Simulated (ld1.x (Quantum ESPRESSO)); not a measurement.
## What the settings do to the PAW potential of palladium (Pd)

Base potential:

| Property | Result |
| --- | --- |
| Element | Pd |
| Generator | ld1.x (Quantum ESPRESSO) 7.5 |
| Type | PAW |
| Functional | LDA (PZ) |
| Relativity | fully relativistic |
| Frozen core | [Ar] 3d10 4s2 |
| Valence charge | 16 |
| Reference configuration | 4p6 4d8 5s0 5p0 (charge +2) |
| Partial waves | 5s (bound, empty): rcut 1.75, rcutus 2.30 bohr; 5s channel at -1.2 Ry: rcut 1.75, rcutus 2.30 bohr; 4p (bound): rcut 1.35, rcutus 1.60 bohr; 5p (bound, empty): rcut 1.35, rcutus 1.60 bohr; 4d (bound): rcut 1.30, rcutus 1.40 bohr; 4d channel at -1.3 Ry: rcut 1.30, rcutus 1.40 bohr |
| Local potential | all-electron potential smoothed inside 1.30 bohr (lloc = -1) |
| Core correction | a·sin(br)/r model core, default radius (ld1.x builds one for every PAW set, though the input has nlcc=.false.) |
| Augmentation charge | BESSEL, radius 1.05 bohr |

Open shells are filled in proportion to 2j + 1 (rel_dist='average').

All-electron outer shells of the reference configuration (LDA (PZ), scalar-relativistic, ld1.x):

| shell | level (eV) | outermost node (bohr) | outermost maximum (bohr) |
| --- | --- | --- | --- |
| 4s | -110.55 | 0.45 | 0.85 |
| 4p | -76.23 | 0.46 | 0.90 |
| 4d | -27.58 | 0.45 | 1.07 |
| 5s | -20.58 | 1.13 | 2.27 |
| 5p | -14.22 | 1.26 | 2.71 |

Cutoffs, loose and tight: the cutoffs (Ry, on a coarse ladder) from which the occupation-weighted sum of valence levels, in a spherical-Bessel basis at the reference potential, stays within 10 and 1 mRy of its value at 400 Ry. They do not see the model core or the augmentation charge, which bear on the density cutoff. Test errors are all-electron minus pseudo excitation energies from the reference, over the configurations 4p6 4d10 5s0 5p0; 4p6 4d9 5s0 5p0; 4p6 4d7 5s0 5p0; 4p6 4d8 5s1 5p0; 4p6 4d9.5 5s0 5p0; 4p5 4d10 5s0 5p0; 4p6 4d9 5s1 5p0. A dash means not determined; rows that change the core or the reference have their own tests. The largest error is taken over the tests solved by every variant that gives reliable tests at all: 4p6 4d10 5s0 5p0; 4p6 4d7 5s0 5p0; 4p6 4d9 5s0 5p0.

Cutoffs are not given where the Bessel-basis levels miss the radial ones by over 6 mRy, ghosts where they miss by over 20 mRy; a channel whose overlap is not positive is not tested.

The default core radius of the base comes out at 0.64 bohr.

```csv
change,outcome,bound ghosts,largest test error (meV)
base,generated,not determined,-14
local potential all-electron potential smoothed inside 2.26 bohr (lloc = -1),generated,not determined,-16
functional PBE,generated,not determined,-17
core correction a·sin(br)/r model core inside 0.74 bohr,generated,not determined,-11
"waves 4d (bound): rcut 1.30, rcutus 1.94 bohr; 4d channel at -1.3 Ry: rcut 1.30, rcutus 1.94 bohr",generated,not determined,-7.7
reference 4p6 4d10 5s0 5p0,generated,not determined,-188 over the solved tests; 1 of 7 tests not solved or not reliable
```

Question: What comes out with this change to the base: core [Ar] 3d10, valence charge 18; reference 4s2 4p6 4d9 5s0 5p0; waves now 4s (bound): rcut 1.25, rcutus 1.40 bohr; 5s (bound): rcut 1.25, rcutus 1.40 bohr; 4p (bound): rcut 1.55, rcutus 1.85 bohr; 5p (bound): rcut 1.55, rcutus 1.85 bohr; 4d (bound): rcut 1.10, rcutus 1.50 bohr; 4d channel at -1.3 Ry: rcut 1.10, rcutus 1.50 bohr; local potential all-electron potential smoothed inside 1.15 bohr (lloc = -2); core correction Bessel-smoothed model core, default radius (core density twice the valence density); augmentation BESSEL, radius 1.00 bohr?

Answer: outcome: generated; bound ghosts: not determined; largest test error (meV): +153.
